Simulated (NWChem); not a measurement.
TaH₂O₃F; SMILES [O]=[Ta]([OH])([F])[OH]

```xyz
7

Ta     0.0107    -0.0112     0.0000
O      1.7222     0.1468     0.0000
F     -0.4085    -1.8558     0.0000
O     -0.6495     0.8556    -1.5547
H     -0.2443     1.3261    -2.2883
O     -0.6495     0.8556     1.5547
H     -0.2443     1.3261     2.2883
```
Atoms are numbered in this order, from 1.

Program: NWChem. Coordinates come from a PBE0/def2-SVP optimisation. def2 effective core potentials on Ta; no spin-orbit coupling. Level MN15/def2-SVP: energy and gradient on several grids; changes count from the extra-fine grid, which is no exact limit either.

```tsv
grid	size of the energy change (μHa)	largest change of a gradient component (μHa/bohr)	time, medium = 1 (rough)
xcoarse	1000	10000	about 1
coarse	1000	300	about 1
medium	< 10	60	about 1
fine	< 10	< 30	about 1
xfine	< 10	< 30	2
```
